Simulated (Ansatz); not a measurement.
Consider the isomerisation: `OBO[SiH2][SiH3]` → `[SiH3]OBO[SiH3]`.

Gas-phase electronic energies from Ansatz, PBE0-D4/def2-TZVP geometries. CBS: MP2 limit from def2 TZ/QZ plus the TZ coupled-cluster correction, frozen cores. DFT in def2-TZVPP. B3LYP here is the variant with VWN-RPA as its local correlation; programs differ in this. One conformer a species, not always the lowest.

| level | ΔE (kJ/mol) | difference from CCSD(T)/CBS |
| --- | --- | --- |
| revPBE-D4 | -64.5 | 26.2 |
| r2SCAN-D4 | -81.9 | 8.8 |
| r2SCAN0-D4 | -85.5 | 5.2 |
| CAM-B3LYP-D4 | -95.6 | -4.9 |
| BLYP | -84.9 | 5.8 |
| B3LYP | -90.5 | 0.2 |
| r2SCANh | -83.4 | 7.3 |
| BHLYP | -102.1 | -11.4 |
| CCSD/def2-SVP | -83.7 | 7.0 |
| CCSD(T)/def2-SVP | -81.3 | 9.4 |
| HF/def2-TZVPP | -118.2 | -27.5 |
| SCS-MP2/def2-TZVPP | -103.4 | -12.7 |
| CCSD(T)/def2-TZVPP | -90.3 | 0.4 |
| MP2/def2-QZVPP | -99.4 | -8.7 |
| SCS-MP2/def2-QZVPP | -104.1 | -13.4 |
| MP2/CBS(def2) | -98.7 | -8.0 |
| CCSD(T)/CBS | -90.7 | 0 |

Largest T1 diagnostic among the species: 0.013.

In def2-TZVPP, CCSD(T) changes the Hartree–Fock value by +27.9 kJ/mol (the triples alone add +3.6 kJ/mol) and MP2 by +19.8 kJ/mol. At CCSD(T), def2-SVP lies +9.4 kJ/mol from the extrapolated value and def2-TZVPP +0.4 kJ/mol.
